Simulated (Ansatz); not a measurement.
C2H8B2O (`BCB(C)O`) at its PBE0-D4/def2-TZVP geometry, where that method's forces vanish. The species carries charge 0 and has multiplicity 1.

```
atom   x (Å)   y (Å)   z (Å)
  B1  -0.197   1.536  -1.073
  C2   0.587   0.219  -0.945
  B3   0.260  -0.300   0.533
  C4  -0.791  -1.426   0.802
  O5   0.897   0.247   1.604
  H6  -1.325   1.551  -1.478
  H7   0.279   2.570  -0.694
  H8   1.670   0.371  -1.004
  H9   0.263  -0.549  -1.651
 H10  -0.992  -1.576   1.864
 H11  -0.435  -2.374   0.385
 H12  -1.734  -1.212   0.288
 H13   1.518   0.942   1.370
```

(1) For each bond, give half the difference of the two atoms' forces along it (eV/Å; positive pushes the atoms apart) under PBE-D4, r2SCAN-D4, B3LYP-D4, ωB97M-V in def2-TZVPP. (Estimate.)

Answers

(1) Ansatz gave: 
```tsv
bond	length (Å)	PBE-D4	r2SCAN-D4	B3LYP-D4	ωB97M-V
B1–C2	1.539	-0.07	0.01	0.11	0.12
B1–H6	1.198	0.07	-0.03	-0.11	-0.12
B1–H7	1.200	0.07	-0.03	-0.11	-0.12
C2–B3	1.600	-0.01	0.01	0.02	0.00
C2–H8	1.095	0.12	-0.01	-0.04	-0.07
C2–H9	1.092	0.11	-0.02	-0.04	-0.06
B3–C4	1.564	-0.13	-0.05	0.00	0.02
B3–O5	1.361	0.29	0.17	0.10	0.16
C4–H10	1.091	0.12	-0.01	-0.04	-0.06
C4–H11	1.096	0.13	0.00	-0.03	-0.06
C4–H12	1.095	0.12	-0.01	-0.04	-0.05
O5–H13	0.961	0.39	0.00	-0.02	-0.08
```

B3LYP here is the variant with VWN-RPA as its local correlation; programs differ in this.
